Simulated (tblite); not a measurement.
Compound: C6H14P (charge +1).
Z-matrix (Å and degrees, GFN2-xTB geometry), rows numbered from 1:
```
C 
P   1  1.8037
C   2  1.8088  1  113.23
C   3  1.5337  2  108.95  1   173.77
C   4  1.5284  3  112.37  2   -57.96
C   5  1.5284  4  112.62  3    66.72
C   6  1.5336  5  112.37  4   -66.68
H   1  1.0902  2  109.93  3   179.66
H   1  1.0903  2  109.95  3    59.39
H   1  1.0910  2  109.43  3   -60.48
H   2  1.3808  1  108.49  3  -119.51
H   3  1.0933  2  109.99  1   -64.03
H   3  1.0954  2  107.80  1    53.70
H   4  1.0930  3  109.72  2    63.94
H   4  1.0905  3  108.54  2  -179.00
H   5  1.0918  4  109.78  3   -55.94
H   5  1.0902  4  108.56  3  -173.09
H   6  1.0905  5  109.35  4   172.77
H   6  1.0930  5  109.38  4    55.41
H   7  1.0933  2  109.94  1    64.04
H   7  1.0953  2  107.77  1   -53.62
```

Calculated harmonic vibrations of the isolated species, GFN2-xTB (tblite), most abundant isotopes, no scaling. This tight-binding method is rough: wavenumbers can miss measured ones by several per cent, in bad cases by 10 to 20. Modes of hydrogen on phosphorus can be 10 to 20 % off. One conformer, not necessarily the lowest.

Harmonic wavenumbers (cm⁻¹): 104.8, 148.4, 167.8, 203.6, 239.3, 301.1, 347.6, 376.0, 491.6, 675.2, 686.2, 731.2, 756.1, 807.3, 818.4, 833.2, 861.8, 905.3, 920.8, 928.1, 932.1, 966.6, 1019.6, 1038.5, 1057.4, 1121.2, 1145.4, 1157.8, 1199.4, 1224.3, 1255.2, 1263.9, 1316.4, 1325.1, 1339.7, 1352.2, 1387.4, 1389.3, 1398.6, 1402.4, 1468.1, 1475.2, 1481.5, 2402.0, 2929.5, 2932.6, 2953.9, 2955.0, 2972.4, 2973.1, 2988.1, 2993.3, 2995.9, 2998.0, 3006.9, 3009.7, 3020.1.

A = 3597, B = 1726, C = 1297 MHz; mass 117.083 u (most abundant isotopes); point group Cs, symmetry number 1.

Question: What is the zero-point energy?

Answer: ½Σν̃ = 40576 cm⁻¹ = 485.39 kJ/mol.

Question: Entropy at 200 K, 1 bar (ideal gas, RRHO, classical rotation)?

Answer: Translation 159.96, rotation 112.51, vibration 48.59: S = 321.1 J/(mol K).

Question: And Cp and H(200 K) − H(0)?

Answer: Cp = 101.02 J/(mol K), of which vibrations give 67.76 (their classical limit is 57 R = 473.9); H(200 K) − H(0) = 12.67 kJ/mol without the zero-point energy, 6.02 from vibrations.

Question: What must be added to the electronic energy to get the Gibbs energy at 200 K and 1 bar?

Answer: ZPE + [H(200 K) − H(0)] − T·S = 485.39 + 12.67 − 64.21 = 433.85 kJ/mol.

Question: Blend soft modes into free rotors: weight 1/[1 + (100 cm⁻¹/ν̃)⁴] for the oscillator and the rest for a rotor with moment μB/(μ + B), μ = h/(8π²ν), B = 10⁻⁴⁴ kg m². What vibrational entropy results?

Answer: 48.64 J/(mol K) in place of 48.59, which changes −T·S at 200 K by -0.01 kJ/mol.

Question: How do the functions run with temperature in this model?

Answer: 
```csv
T (K),S (J/(mol K)),Cp (J/(mol K)),H − H(0) (kJ/mol),G − H(0) (kJ/mol),ln q(vib)
50,229.3,42.5,1.78,-9.69,0.08
100,265.5,63.9,4.45,-22.10,0.58
298.15,369.6,146.3,24.74,-85.44,4.10
373.15,406.4,183.1,37.11,-114.54,5.65
500,467.9,238.1,63.94,-170.01,8.46
750,580.3,315.7,133.89,-301.33,14.26
1000,678.6,367.0,219.65,-458.98,19.99
```

q(vib) and H(0) count from the zero-point level.

Hindered rotation and anharmonicity are outside this model. Other conformers, if any are populated, would add a mixing term that is left out.
